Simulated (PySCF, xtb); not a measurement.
C₃H₁₂Si₃, SMILES [SiH3]C[C@@H]1[SiH2][SiH2]C1. The values are those of a single conformer.

Harmonic wavenumbers (cm⁻¹) from GFN2-xTB (xtb) at its own minimum, in rising order: 63, 76, 127, 141, 242, 302, 348, 387, 406, 435, 479, 502, 511, 536, 556, 648, 693, 729, 750, 759, 784, 794, 800, 804, 809, 821, 973, 1053, 1106, 1133, 1210, 1229, 1266, 1320, 1484, 1495, 2175, 2194, 2198, 2206, 2244, 2245, 2257, 2907, 2938, 2956, 2967, 2990.

Q: What does PBE-D3(BJ)/def2-SVP (PySCF) give at its own minimum? (An estimate is asked for; the answer gives what the named calculation found.)

A: 65, 88, 132, 145, 229, 280, 318, 390, 408, 469, 487, 519, 585, 608, 634, 657, 686, 720, 732, 780, 817, 884, 891, 901, 910, 918, 922, 1003, 1055, 1071, 1122, 1174, 1194, 1281, 1368, 1373, 2134, 2146, 2150, 2153, 2159, 2163, 2164, 2948, 2963, 2969, 3017, 3032. Paired by order, the mean absolute difference is 47 cm⁻¹ and the zero-point energies are 80.1 and 79.8 kcal/mol.
